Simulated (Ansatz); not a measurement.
C2H7BSn (`B[C](=C)[SnH3]`). Total charge 0; spin multiplicity 1. Sn: def2 effective core potential. The structure was optimised at the PBE0-D4/def2-TZVP level.

```xyz
11

B     1.255    1.208    0.274
C     0.272    0.025    0.311
C     0.358   -0.837    1.336
Sn   -1.204   -0.272   -1.208
H     2.061    1.319    1.156
H     1.243    2.022   -0.606
H     1.106   -0.697    2.117
H    -0.290   -1.704    1.455
H    -2.103   -1.676   -0.825
H    -2.248    1.077   -1.283
H    -0.450   -0.468   -2.728
```

(1) What is the dipole moment at r2SCAN/def2-TZVPP? (An estimate is asked.)

(2) And with PBE, B3LYP, ωB97M-V? (An estimate is asked.)

(3) Give the Mulliken charges with r2SCAN, PBE, ωB97M-V in def2-TZVPP. (An estimate is asked.)

Answers

(1) Ansatz gave: 1.23 D, with components (-0.10, -0.90, 0.83) D in this frame, pointing from negative to positive charge.

(2) Ansatz gave: PBE 1.23 D, B3LYP 1.21 D, ωB97M-V 1.18 D.

(3) Computed: 
```json
{"atom": "B1", "r2SCAN": "-0.01", "PBE": "-0.10", "ωB97M-V": "-0.17"}
{"atom": "C2", "r2SCAN": "-0.30", "PBE": "-0.17", "ωB97M-V": "-0.26"}
{"atom": "C3", "r2SCAN": "-0.06", "PBE": "-0.13", "ωB97M-V": "-0.15"}
{"atom": "Sn4", "r2SCAN": "0.60", "PBE": "0.53", "ωB97M-V": "0.50"}
{"atom": "H5", "r2SCAN": "-0.01", "PBE": "0.01", "ωB97M-V": "0.06"}
{"atom": "H6", "r2SCAN": "0.00", "PBE": "0.01", "ωB97M-V": "0.07"}
{"atom": "H7", "r2SCAN": "0.09", "PBE": "0.10", "ωB97M-V": "0.11"}
{"atom": "H8", "r2SCAN": "0.09", "PBE": "0.11", "ωB97M-V": "0.12"}
{"atom": "H9", "r2SCAN": "-0.14", "PBE": "-0.13", "ωB97M-V": "-0.10"}
{"atom": "H10", "r2SCAN": "-0.12", "PBE": "-0.11", "ωB97M-V": "-0.09"}
{"atom": "H11", "r2SCAN": "-0.12", "PBE": "-0.11", "ωB97M-V": "-0.09"}
```

B3LYP here is the variant with VWN-RPA as its local correlation; programs differ in this.
